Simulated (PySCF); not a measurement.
PySCF job for Zn(NH2)(SH) (H₃NSZn), SMILES [NH2][Zn][SH], C-PCM-ωB97X/def2-SVP. The structure is a stationary point at B3LYP-D3(BJ)/def2-TZVP. One conformer was computed; it need not be the lowest.

```python
import numpy as np
from pyscf import gto, scf, dft
from pyscf.solvent import pcm

mol = gto.M(
    atom='''
    Zn   -0.01044626   -0.35090050   -0.00000000
    N     0.09518150   -2.17425125    0.00000000
    H    -0.24115469   -2.65984278   -0.82060087
    H    -0.24115467   -2.65984278    0.82060088
    S     0.08628912    1.81899408    0.00000000
    H    -1.25119910    1.96255413    0.00000001
    ''',
    basis='def2-SVP',
    charge=0,
    spin=0,
    max_memory=1600,
    verbose=3,
)
mf = dft.RKS(mol, xc='wb97x').density_fit(auxbasis='def2-universal-jkfit')
mf.grids.level = 3
mf.conv_tol = 1e-9
mf.max_cycle = 100
mf.kernel()
res = {}
for name, eps in {'water': 78.355, 'cyclohexanone': 15.619, '1-octanol': 9.8629}.items():
    s = mf.PCM()
    s.with_solvent.method, s.with_solvent.eps, s.with_solvent.lebedev_order = 'C-PCM', eps, 29
    s.kernel(mf.make_rdm1())
    res[name] = (s.e_tot, eps, s.dip_moment(), s.mo_energy, s.converged)
    print(f'{name}: electrostatic solvation free energy {(s.e_tot - mf.e_tot) * 627.509474:.3f} kcal/mol')
```

Log of the run:

```
converged SCF energy = -2233.77884470987

WARN: PCM is an experimental feature. It is still in testing.
Features and APIs may be changed in the future.

converged SCF energy = -2233.80366277203
Dipole moment(X, Y, Z, Debye): -2.67705, -2.10245,  0.00000
water: electrostatic solvation free energy -15.574 kcal/mol

WARN: PCM is an experimental feature. It is still in testing.
Features and APIs may be changed in the future.

converged SCF energy = -2233.80210440701
Dipole moment(X, Y, Z, Debye): -2.63578, -2.06795,  0.00000
cyclohexanone: electrostatic solvation free energy -14.596 kcal/mol

WARN: PCM is an experimental feature. It is still in testing.
Features and APIs may be changed in the future.

converged SCF energy = -2233.80099187425
Dipole moment(X, Y, Z, Debye): -2.60650, -2.04333,  0.00000
1-octanol: electrostatic solvation free energy -13.898 kcal/mol
```

Self-consistency was reached.
